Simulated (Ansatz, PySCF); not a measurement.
System: CCl$_{2}$F, net charge 0, doublet state. It need not be the lowest isomer of its formula. SMILES: Cl[C](Cl)F
Structure (B3LYP-D3(BJ)/def2-TZVP (Ansatz, a first-principles code) minimum search):
```xyz
4

C     -0.0366    -0.4507    -0.0829
F     -0.1206    -1.3046     0.9320
Cl    -1.4315     0.5475    -0.2506
Cl     1.5082     0.3022    -0.2135
```
Charge 0, spin multiplicity 2.

Wanted: atomisation energy (electronic, to ground-state atoms), in kJ/mol. Correlated levels leave the core frozen unless marked. UHF or UKS for open shells. No spin-orbit coupling. Non-relativistic. The coupled-cluster limit lacks core correlation, which all-electron functionals hold. Basis-set limits of correlation are two-point, X^-3; Hartree-Fock from the larger set. The bracket is a focal-point correction in the basis named.

```csv
level,program,atomisation energy (kJ/mol),minus last row
HF/STO-3G,Ansatz,710.5,-434.2
HF/6-31G*,Ansatz,681.0,-463.7
PBE-D3(BJ)/def2-TZVPD,Ansatz + dftd3,1260.8,116.1
BLYP-D4/def2-TZVPD,Ansatz + dftd4,1172.4,27.7
BLYP/def2-TZVPD,Ansatz,1151.7,7.0
BP86/def2-TZVPD,PySCF,1227.1,82.4
M06-L/def2-TZVPD,PySCF,1186.0,41.3
BHLYP/def2-TZVPD,Ansatz,1046.3,-98.4
r2SCAN0-D4/def2-TZVPD,Ansatz + dftd4,1141.3,-3.4
MN15/def2-TZVPD,PySCF,1184.4,39.7
HSE06-D4/def2-TZVPD,Ansatz + dftd4,1194.8,50.1
HSE06/def2-TZVPD,Ansatz,1187.8,43.1
MP2/6-31G*,Ansatz,1089.6,-55.1
MP2/aug-cc-pV(D+d)Z,Ansatz,1109.7,-35.0
RI-MP2/aug-cc-pV(Q+d)Z,Ansatz,1207.4,62.7
RI-MP2/cc-pV(T+d)Z,Ansatz,1167.3,22.6
SCS-MP2/6-31G*,Ansatz,1041.1,-103.6
CCSD/6-31G,Ansatz,741.9,-402.8
CCSD(T)/cc-pwCVTZ,Ansatz,1095.3,-49.4
"RI-MP2/CBS(aug-cc-pV(T+d)Z,aug-cc-pV(Q+d)Z)+[CCSD(T)-MP2]/aug-cc-pV(D+d)Z",Ansatz,1150.2,5.5
"RI-MP2/CBS(cc-pV(T+d)Z,cc-pV(Q+d)Z)+[CCSD(T)-MP2]/cc-pV(T+d)Z",Ansatz,1144.7,0.0
```
